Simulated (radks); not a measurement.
Nd2+, 58 electrons, occupied as [Xe] 4f4. All-electron calculation, non-relativistic Kohn-Sham, LDA (Slater exchange, Perdew-Wang correlation), spin-polarised, spherical densities, point nucleus; open shells are filled with parallel spins first (spin-orbit coupling, left out, can overturn this in heavy ions); relativity is left out, which matters for an element this heavy. Program: a radial shooting solver on a logarithmic mesh with Libxc functionals.

Local quantities along the radius. ELF = 1/(1 + alpha^2) is the electron localisation function; alpha = (tau - tau_W)/tau_unif compares the Pauli kinetic energy density with that of the uniform gas (summed over spins).

r (bohr)	ELF	alpha
0.0009701	1.000	0.02108
0.001129	1.000	0.02163
0.001304	1.000	0.02224
0.001506	0.999	0.02298
0.00174	0.999	0.02386
0.002025	0.999	0.02499
0.002339	0.999	0.02629
0.002701	0.999	0.02787
0.003119	0.999	0.02983
0.003632	0.999	0.03241
0.004194	0.999	0.03551
0.004844	0.998	0.03947
0.005639	0.998	0.04492
0.006512	0.997	0.05179
0.007521	0.996	0.06104
0.008686	0.995	0.07376
0.01011	0.991	0.09290
0.01168	0.986	0.1195
0.01349	0.975	0.1590
0.01558	0.954	0.2195
0.01813	0.907	0.3201
0.02094	0.819	0.4702
0.02418	0.675	0.6944
0.02793	0.504	0.9929
0.03251	0.368	1.311
0.03755	0.321	1.453
0.04337	0.358	1.339
0.05048	0.474	1.053
0.0583	0.609	0.8021
0.06733	0.703	0.6494
0.07776	0.732	0.6046
0.09053	0.683	0.6817
0.1046	0.555	0.8949
0.1207	0.408	1.205
0.1394	0.349	1.365
0.1623	0.429	1.155
0.1875	0.589	0.8361
0.2165	0.713	0.6349
0.2521	0.742	0.5902
0.2911	0.635	0.7576
0.3362	0.370	1.305
0.3883	0.210	1.939
0.452	0.322	1.451
0.522	0.600	0.8165
0.6029	0.740	0.5926
0.6962	0.732	0.6047
0.8105	0.597	0.8209
0.9361	0.390	1.252
1.081	0.273	1.630
1.248	0.336	1.407
1.453	0.547	0.9108
1.679	0.697	0.6593
1.939	0.729	0.6099
2.257	0.656	0.7248
2.606	0.480	1.042
3.01	0.239	1.783
3.476	0.070	3.651
4.047	0.011	9.608
4.674	0.001	29.85
5.397	0.000	113.7
6.233	0.000	501.9

On this mesh the ELF has minima near r = 0.038, 0.14, 0.39, 1.1 bohr, which separate the shells, and maxima near 0.078 (0.73), 0.25 (0.74), 0.60 (0.74), 1.9 (0.73).
